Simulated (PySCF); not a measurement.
**Orbital picture of MnI**

PBE at R = 2.611 Å; PySCF, scalar-relativistic core potentials, basis sets Mn def2-TZVP, I def2-TZVP with ECP28. State: ⁷Σ⁺ (septet), unpaired electrons σ ↑↑, π ↑↑, δ ↑↑. Only the outer orbitals are listed, counted within each symmetry, core potentials removing the inner ones.

```json
{"spin": "α", "orbital": "6π", "occ.": "1", "ε (eV)": "-6.26", "on Mn (%)": "7", "main shells (%)": "93 I p"}
{"spin": "α", "orbital": "6π", "occ.": "1", "ε (eV)": "-6.26", "on Mn (%)": "7", "main shells (%)": "93 I p"}
{"spin": "α", "orbital": "12σ", "occ.": "1", "ε (eV)": "-4.72", "on Mn (%)": "78", "main shells (%)": "60 Mn s, 22 I p, 17 Mn p"}
{"spin": "α", "orbital": "7π", "occ.": "0", "ε (eV)": "-1.11", "on Mn (%)": "90", "main shells (%)": "87 Mn p"}
{"spin": "α", "orbital": "7π", "occ.": "0", "ε (eV)": "-1.11", "on Mn (%)": "90", "main shells (%)": "87 Mn p"}
{"spin": "α", "orbital": "13σ", "occ.": "0", "ε (eV)": "0.84", "on Mn (%)": "81", "main shells (%)": "33 Mn p, 29 Mn d, 19 Mn s"}
{"spin": "β", "orbital": "5π", "occ.": "1", "ε (eV)": "-6.37", "on Mn (%)": "10", "main shells (%)": "90 I p, 8 Mn d"}
{"spin": "β", "orbital": "5π", "occ.": "1", "ε (eV)": "-6.37", "on Mn (%)": "10", "main shells (%)": "90 I p, 8 Mn d"}
{"spin": "β", "orbital": "2δ", "occ.": "0", "ε (eV)": "-4.16", "on Mn (%)": "100", "main shells (%)": "100 Mn d"}
{"spin": "β", "orbital": "2δ", "occ.": "0", "ε (eV)": "-4.16", "on Mn (%)": "100", "main shells (%)": "100 Mn d"}
{"spin": "β", "orbital": "11σ", "occ.": "0", "ε (eV)": "-4.04", "on Mn (%)": "98", "main shells (%)": "76 Mn d, 22 Mn s"}
```

Which are the highest filled and the lowest empty level, where do they sit, and how wide is the gap?

Highest filled α 12σ at -4.72 eV (in %: 60 Mn s, 22 I p, 17 Mn p); lowest empty β 2δ at -4.16 eV (in %: 100 Mn d); the gap at PBE is 0.56 eV.

```json
{"bond order (Mayer)": "1.09", "⟨S²⟩": "12.004", "charge on Mn (Mulliken, basis-dependent)": "0.32", "charge on Mn (Löwdin, basis-dependent)": "0.07", "dipole moment (positive dipole means Mn(−)I(+))": "-2.60 D", "polarisability along the bond": "99.5 bohr³", "polarisability across the bond": "54.7 bohr³"}
```

Spin–orbit coupling is left out. With d or f electrons several states lie close, and the lowest PBE0 determinant need not be the measured ground state.
